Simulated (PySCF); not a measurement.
BClH$_{5}$NSi, CH$_{4}$BNO, CH$_{4}$AlBN (calculated)

Calculation on a computer-drawn molecule: the log of a Hartree-Fock and frozen-core CCSD(T) single point meant for a local Hartree-Fock minimum, with one planted fault or none, to be diagnosed. Offsets are logged minus clean, where the clean run is the same molecule without the fault. The reference is restricted for singlets and unrestricted otherwise, and also for a bond in bohr or an excited solution. Adding or removing an electron swaps singlet and doublet. The excited solution moves the top pair (singlet) or top alpha electron (doublet) to the lowest empty orbital. Highest occupied and lowest empty are orbital energies over both spins, largest force is the largest gradient component, triples share is (T) over the correlation energy, the T1 limit is 0.02 restricted and 0.045 unrestricted, electrons count all cores, a negative frequency is imaginary (commonest isotopes), and the dipole is about the centre of nuclear charge. Program: PySCF 2.14.0.

Common to all runs: logged SCF converged yes; logged CC converged yes; logged SCF stable within its kind yes; possible faults no fault, one electron removed, one electron added, multiplicity raised by two, geometry at a saddle point, SCF held on an excited solution, minimal basis STO-3G, one bond length entered in bohr, all coordinates scaled.

(1) BClH$_{5}$NSi

Logged structure:
```xyz
9
BClH5NSi
N     -2.0412    -0.4376     2.4903
B     -2.0783     0.0231     1.1864
Si    -1.5155    -1.0893    -0.4290
Cl    -2.6603     1.7069     0.9176
H     -1.7325    -1.3573     2.7280
H     -2.3205     0.1195     3.2731
H     -2.6505    -1.2467    -1.3706
H     -1.0686    -2.4433    -0.0052
H     -0.3959    -0.4321    -1.1459
```

* meant charge: 0
* meant multiplicity: 1
* meant basis: cc-pV(D+d)Z
* logged electrons: 48
* logged basis functions: 33
* logged spin squared: 0
* logged highest occupied: -8.9934 eV
* logged lowest empty: 7.7875 eV
* logged largest force: 0.036101 hartree/bohr
* logged T1 diagnostic: 0.015063
* logged D1 diagnostic: 0.0713
* logged triples share: 0.020189
* logged dipole magnitude: 3.3415 debye
* logged energy HF: -821.29758 hartree
* logged energy CCSD(T): -821.47895 hartree
* planted fault: minimal basis STO-3G
* HF energy offset from clean run: 5823 kcal/mol
* CCSD(T) energy offset from clean run: 6063 kcal/mol

Drawn bonds:
```csv
atom,other atom,order
1,2,1
2,3,1
2,4,1
1,5,1
1,6,1
3,7,1
3,8,1
3,9,1
```

(2) CH$_{4}$BNO

Logged structure:
```xyz
8
CH4BNO
N      1.2116     1.6222     1.1852
B      0.6293     1.0815     0.0732
C     -0.0013     0.5793    -1.0681
O      0.1635    -0.6063    -1.7488
H      0.8511     1.4870     2.1077
H      2.0242     2.2030     1.1452
H     -0.7617     1.1926    -1.5383
H      0.8280    -1.1276    -1.3270
```

* meant charge: 0
* meant multiplicity: 1
* meant basis: cc-pVDZ
* logged electrons: 30
* logged basis functions: 76
* logged spin squared: 2.0142
* logged highest occupied: -4.602 eV
* logged lowest empty: 1.8726 eV
* logged largest force: 0.051957 hartree/bohr
* logged T1 diagnostic: 0.023573
* logged D1 diagnostic: 0.11444
* logged triples share: 0.028168
* logged dipole magnitude: 2.4752 debye
* logged energy HF: -194.07437 hartree
* logged energy CCSD(T): -194.66771 hartree
* planted fault: multiplicity raised by two
* HF energy offset from clean run: 58.72 kcal/mol
* CCSD(T) energy offset from clean run: 71.16 kcal/mol

Drawn bonds:
```csv
atom,other atom,order
1,2,1
2,3,2
3,4,1
1,5,1
1,6,1
3,7,1
4,8,1
```

(3) CH$_{4}$AlBN

Logged structure:
```xyz
8
CH4AlBN
N      0.2475     1.3642     2.4664
B     -0.3988     1.5957     1.3098
C     -1.1093     1.8299     0.1070
Al    -2.8995     1.5892    -0.1455
H      0.4040     2.0792     3.1527
H      0.6855     0.4862     2.6767
H     -0.5275     2.1870    -0.7439
H     -4.4150     1.3874    -0.3662
```

* meant charge: 1
* meant multiplicity: 1
* meant basis: cc-pV(D+d)Z
* logged electrons: 34
* logged basis functions: 85
* logged spin squared: 2.0304
* logged highest occupied: -9.8739 eV
* logged lowest empty: -5.962 eV
* logged largest force: 0.070413 hartree/bohr
* logged T1 diagnostic: 0.023604
* logged D1 diagnostic: 0.10787
* logged triples share: 0.029192
* logged dipole magnitude: 4.6335 debye
* logged energy HF: -360.91354 hartree
* logged energy CCSD(T): -361.34862 hartree
* planted fault: multiplicity raised by two
* HF energy offset from clean run: 73.39 kcal/mol
* CCSD(T) energy offset from clean run: 93.01 kcal/mol

Drawn bonds:
```csv
atom,other atom,order
1,2,1
2,3,2
3,4,1
1,5,1
1,6,1
3,7,1
4,8,1
```

(4) CH$_{4}$AlBN

Logged structure:
```xyz
8
CH4AlBN
N      1.9706     1.8550    -1.2090
B      1.1316     0.7900    -1.0241
C      0.2335    -0.2513    -0.7878
Al    -1.2154     0.1425     0.4000
H      2.7541     2.0332    -0.6152
H      1.8221     2.5410    -1.9199
H      0.3602    -1.2224    -1.2561
H     -1.2785     1.6185     1.0192
```

* meant charge: 0
* meant multiplicity: 2
* meant basis: cc-pV(D+d)Z
* logged electrons: 35
* logged basis functions: 85
* logged spin squared: 0.7542
* logged highest occupied: -7.3326 eV
* logged lowest empty: 1.6488 eV
* logged largest force: 1.576e-05 hartree/bohr
* logged lowest frequency: 113.28 cm⁻¹
* logged T1 diagnostic: 0.015848
* logged D1 diagnostic: 0.049902
* logged triples share: 0.034217
* logged dipole magnitude: 3.6363 debye
* logged energy HF: -361.23459 hartree
* logged energy CCSD(T): -361.71076 hartree

Drawn bonds:
```csv
atom,other atom,order
1,2,1
2,3,2
3,4,1
1,5,1
1,6,1
3,7,1
4,8,1
```

Questions
1. Give the missing planted fault for CH$_{4}$AlBN (entry 4).

Calculated values
1. no fault

Further results for CH$_{4}$AlBN (entry 4):

- HF energy offset from clean run: 0 kcal/mol
- CCSD(T) energy offset from clean run: 0 kcal/mol
